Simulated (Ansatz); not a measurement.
```yaml
crystal:
  periodic: [false, false, false]
  atoms:
    - {symbol: O, position_ang: [-0.639754, 1.341488, -0.464064]}
    - {symbol: Ge, position_ang: [0.211372, -0.204776, -0.465624]}
    - {symbol: O, position_ang: [1.220457, -0.112458, 0.979163]}
    - {symbol: F, position_ang: [-0.962196, -1.482700, -0.231541]}
    - {symbol: H, position_ang: [-1.362661, 1.364180, -1.098200]}
    - {symbol: H, position_ang: [1.574882, -0.969634, 1.234066]}
basis:
  gaussian: {orbitals: def2-mTZVP}
magnetization: {spin_polarized: false, initial_magnetization: 1}
hamiltonian: {xc: {name: revPBE}, dispersion: d3bjatm}
```

```sh
$ ansatz run in.yaml --threads 2 --pin off --events-out ev --progress --plain --max-ram 22528MiB --backend cpu
```

It prints (some lines left out):

```
Functional definition: revPBE
878 factors; their error is unknown
mean field evaluation 1: about -63344.8671 eV, gradient 9.5e1 eV
mean field evaluation 2: about -63249.0273 eV, gradient 2.2e2 eV
mean field evaluation 4: about -63357.8125 eV, gradient 3.1e1 eV
mean field evaluation 8: about -63359.2190 eV, gradient 1.5e-1 eV
mean field evaluation 16: about -63359.1964 eV, gradient 1.9e-4 eV
mean field -63359.19637513 eV, -2328.4075203801 hartree, gradient 4.3e-5 eV, S^2 0.750000; 0 other end points of the search recorded, 0 dependent functions left out
reference -63359.19641046 eV, -2328.4075216788 hartree; 30, 29 occupied and 79, 80 virtual orbitals, 878 factors
Total energy: -63359.40413347 eV, -2328.4151553585 hartree
```

Hardware: 2 threads of an AMD EPYC 7R13 on a shared host. Wall time 3.6 s, peak host memory 0.36 GiB.
